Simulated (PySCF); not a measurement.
H₈N₂OSi₂, SMILES N[SiH2][Si@@H](N)O.

The structure is a stationary point at PBE-D3(BJ)/def2-SVP. The structure was generated by enumeration; whether it is a known compound was not checked. The values are those of a single conformer.

All values below come from PySCF with PBE-D3(BJ)/def2-SVP.

Frequencies are harmonic and unscaled.

Computed normal modes with their intensities:
```
mode  ν (cm⁻¹)  IR (km/mol)  moving atoms (share of kinetic energy)
----  --------  -----------  --------------------------------------
1           31          1.2          N 48 %, H 30 %, Si 13 %, O 9 %
2           81          2.3         N 45 %, H 22 %, O 19 %, Si 14 %
3          134         20.2                           H 81 %, O 9 %
4          154          1.3                 H 38 %, Si 32 %, N 27 %
5          207         39.7          H 56 %, O 18 %, Si 17 %, N 9 %
6          216         22.9         H 52 %, N 19 %, O 17 %, Si 12 %
7          303         70.5          H 39 %, O 30 %, Si 22 %, N 9 %
8          342         53.2                                  H 88 %
9          407         18.4                  H 46 %, Si 45 %, N 8 %
10         436        124.8                 H 58 %, N 24 %, Si 14 %
11         473         41.4                         H 59 %, Si 38 %
12         511        211.9                          H 71 %, N 24 %
13         638         20.3                                  H 96 %
14         681         80.8                                  H 94 %
15         732        215.4          H 56 %, O 19 %, N 16 %, Si 9 %
16         773         40.3         H 55 %, O 18 %, Si 15 %, N 12 %
17         796          8.6                 N 45 %, Si 31 %, H 20 %
18         818         84.8                           H 78 %, O 9 %
19         837         83.9         H 40 %, N 26 %, Si 23 %, O 10 %
20         875        146.4                         H 84 %, Si 11 %
21         901        134.5                 H 66 %, Si 19 %, N 10 %
22         906         33.1                         H 78 %, Si 14 %
23         919         27.8                 H 76 %, Si 12 %, N 10 %
24        1494         29.9                          H 90 %, N 10 %
25        1505         23.4                           H 91 %, N 9 %
26        2111        153.8                                  H 97 %
27        2122        122.0                                  H 97 %
28        2159        111.2                                  H 97 %
29        3454         12.5                                  H 96 %
30        3474         12.6                                  H 96 %
31        3549         20.2                           H 92 %, N 8 %
32        3571         19.3                           H 91 %, N 9 %
33        3734         35.9                                  H 94 %
```
